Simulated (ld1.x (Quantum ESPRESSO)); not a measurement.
## What one change does to a pseudopotential (mercury, PAW)

```json
{"Element": "mercury", "Generator": "ld1.x (Quantum ESPRESSO) 7.5", "Type": "PAW", "Functional": "PBEsol", "Relativity": "scalar-relativistic", "Frozen core": "[Xe] 4f14", "Valence charge": "12", "Reference configuration": "5d10 6s1.75 6p0.25", "Partial waves": "6s (bound): rcut 1.70, rcutus 2.25 bohr; 6s channel at 0.05 Ry: rcut 1.70, rcutus 2.25 bohr; 6p (bound): rcut 1.70, rcutus 2.35 bohr; 6p channel at 2.4 Ry: rcut 1.70, rcutus 2.35 bohr; 5d (bound): rcut 1.60, rcutus 1.70 bohr; 5d channel at -0.3 Ry: rcut 1.60, rcutus 1.70 bohr", "Local potential": "all-electron potential smoothed inside 1.65 bohr (lloc = -1)", "Core correction": "a·sin(br)/r model core inside 1.35 bohr", "Augmentation charge": "BG, radius 1.45 bohr"}
```

Change: all radii but the core radius scaled by about 1.39 (s 3.12, p 3.26, d 2.36 bohr, rcut 2.36/2.36/2.22); local potential all-electron potential smoothed inside 2.28 bohr (lloc = -1); augmentation BG, radius 2.02 bohr.

Cutoffs: the cutoffs (Ry, on a coarse ladder) from which the occupation-weighted sum of valence levels, in a spherical-Bessel basis at the reference potential, stays within 10 and 1 mRy of its value at 400 Ry; they do not see the model core or the augmentation charge, which bear on the density cutoff. Errors are all-electron minus pseudo energies relative to the spin-unpolarised reference configuration.

Task: What does the change do?

Result: The potential gets softer (40 Ry and 70 Ry → 18 Ry and 35 Ry); the bound ghost in p, s disappears; the number of tests with a reliable result goes from 7 to 0 (the test run of the changed file stopped, so its transferability is not established). A larger radius leaves more room for a smooth pseudo-wave, so fewer plane waves are needed.

| quantity | base | changed |
| --- | --- | --- |
| cutoff, loose | 40 Ry | 18 Ry |
| cutoff, tight | 70 Ry | 35 Ry |
| loose cutoff by channel (10 mRy a level) | s 6 Ry, p 6 Ry, d 30 Ry | s 6 Ry, p 6 Ry, d 15 Ry |
| bound ghosts | s, p | none |
| tests with a reliable result | 7 of 7 | 0 of 7 (the test run stopped) |
| lowest overlap eigenvalue by channel | s 0.30, p 0.54, d 0.96 | s 0.25, p 0.59, d 0.67 |

Base: ld1.x warns that Blöchl-style (BG) augmentation functions are not a good idea. Changed file: ld1.x warns that Blöchl-style (BG) augmentation functions are not a good idea. A true bound ghost makes a file unfit for plane-wave use even where its test errors are small: the radial tests pick states by their node count and pass the ghost by.
